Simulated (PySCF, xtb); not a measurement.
AlFBr2, SMILES [F][Al]([Br])[Br].

GFN2-xTB in xtb 6.7.1 at its own geometry gives an orbital gap of 4.31 eV and a dipole moment of 1.27 D.

Geometry: B3LYP-D3(BJ)/def2-SVP. The structure was generated by enumeration; whether it is a known compound was not checked.

### Question
What does PBE/def2-TZVPD (PySCF) give? (The exact figures need the calculation; the answer reports its results.)

### Answer
gap 5.11 eV (levels -7.65 and -2.54 eV), dipole 0.76 D.
